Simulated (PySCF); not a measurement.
## EPR parameters of C7H9O

Compound: C7H9O (doublet state).
Atom-mapped SMILES: `[H]/[C:1]=[C:2]1\[C:3](=[CH2:4])[CH2:5][C@H:6]1[CH2:7][OH:8]` (hydrogens: H9 on C1; H10, H11 on C4; H12, H13 on C5; H14 on C6; H15, H16 on C7; H17 on O8)

Cartesian coordinates in Å at the GFN2-xTB level; atoms count from 1:
```xyz
17
C7H9O angstrom
C     -0.0329    2.0429   -0.2040
C      0.2731    0.7959   -0.3078
C      1.3181   -0.1531    0.1728
C      2.4848    0.0301    0.7607
C      0.5227   -1.3454   -0.2833
C     -0.5296   -0.3786   -0.8638
C     -1.9340   -0.3968   -0.2649
O     -2.6203    0.7879   -0.5549
H      0.3417    2.9682    0.1601
H      2.8587    1.0145    0.9841
H      3.1105   -0.8035    1.0360
H      0.1523   -1.9656    0.5323
H      1.0230   -1.9806   -1.0121
H     -0.5839   -0.3750   -1.9536
H     -2.5264   -1.2146   -0.6871
H     -1.8635   -0.5426    0.8260
H     -2.0014    1.5283   -0.3840
```

The hyperfine couplings belong to this conformer and change with its torsions.

Computed with UKS B3LYP, pcH-1 on C H O, non-relativistic, mean-field spin-orbit, GIAO in PySCF. One conformer (not necessarily the lowest) at the GFN2-xTB geometry, without solvent, vibrations or thermal averaging. The geometry wasn't refined by DFT: couplings that depend on bond lengths, twists or pyramidal angles can differ widely from those at the functional's own minimum. The SCF solution wasn't tested for stability.

```
g1, g2, g3                      : 2.00195, 2.00239, 2.00297
g_iso                           : 2.00244
Form of g                       : rhombic: the two nearest values differ by 43 % of g3 − g1
⟨S²⟩                            : 0.7623 (exact 0.7500)
HOMO–LUMO gap, α and β orbitals : 5.09, 3.85 eV
Total energy                    : -347.25132 Eh
```

Hyperfine couplings atom by atom, in MHz; T1 to T3 are the principal values of the dipolar part; ρ(0) is the spin density at the nucleus:

| atom | isotope | a_iso | T1 | T2 | T3 | Mulliken spin population | ρ(0) (bohr⁻³) |
| --- | --- | --- | --- | --- | --- | --- | --- |
| C1 | 13C | 261.6 | -76.9 | -53.1 | 130.1 | 0.99 | 0.2327 |
| C2 | 13C | -17.5 | -17.5 | 1.3 | 16.3 | -0.19 | -0.0156 |
| C3 | 13C | 101.0 | -11.4 | -4.0 | 15.4 | 0.12 | 0.0898 |
| C4 | 13C | -5.1 | -9.0 | 3.1 | 6.0 | -0.05 | -0.0045 |
| C5 | 13C | -4.1 | -0.8 | -0.2 | 1.0 | -0.01 | -0.0037 |
| C6 | 13C | 43.5 | -8.7 | -7.5 | 16.1 | 0.08 | 0.0387 |
| C7 | 13C | -7.1 | -1.2 | -0.7 | 1.9 | 0.00 | -0.0064 |
| O8 | 17O | 0.7 | -17.2 | 8.4 | 8.8 | 0.04 | -0.0011 |
| H9 | 1H | 33.9 | -30.5 | -6.8 | 37.2 | 0.01 | 0.0076 |
| H10 | 1H | 4.8 | -3.1 | -2.4 | 5.4 | 0.00 | 0.0011 |
| H11 | 1H | 11.2 | -1.5 | -0.3 | 1.8 | 0.01 | 0.0025 |
| H12 | 1H | 3.2 | -1.6 | -0.9 | 2.5 | 0.00 | 0.0007 |
| H13 | 1H | 3.2 | -1.6 | -0.9 | 2.4 | 0.00 | 0.0007 |
| H14 | 1H | -11.3 | -4.3 | -1.6 | 5.9 | 0.00 | -0.0025 |
| H15 | 1H | 25.4 | -1.4 | -1.1 | 2.5 | 0.01 | 0.0057 |
| H16 | 1H | 0.4 | -1.8 | -1.6 | 3.3 | 0.00 | 0.0001 |
| H17 | 1H | -20.4 | -18.7 | -15.0 | 33.7 | 0.00 | -0.0046 |

Largest spin populations (Mulliken): C1 (+0.99), C2 (-0.19), C3 (+0.12) and C6 (+0.08). C1 is the only atom above +0.15. The positive populations add up to 1.26 and the negative ones to -0.26, together 2S = 1.

Axes: g1 points within 14° of the C1–H9 bond.

Under fast tumbling the dipolar parts average out, and these isotropic splittings remain (the largest six): 1 × 1H (H9, I = 1/2, 2 lines) with 1.21 mT, 1 × 1H (H15, I = 1/2, 2 lines) with 0.91 mT, 1 × 1H (H17, I = 1/2, 2 lines) with 0.73 mT, 1 × 1H (H14, I = 1/2, 2 lines) with 0.40 mT, 1 × 1H (H11, I = 1/2, 2 lines) with 0.40 mT and 1 × 1H (H10, I = 1/2, 2 lines) with 0.17 mT.

The 13C coupling of C1 (261.6 MHz) shows only in satellite lines or after enrichment, since that isotope makes up about 1.07 % of natural carbon.

β density exceeds α density at some nuclei, such as C2 (-0.0156), C7 (-0.0064) and H17 (-0.0046), spin density in bohr⁻³. In a single determinant that takes different orbitals for the two spins, that is spin polarisation.
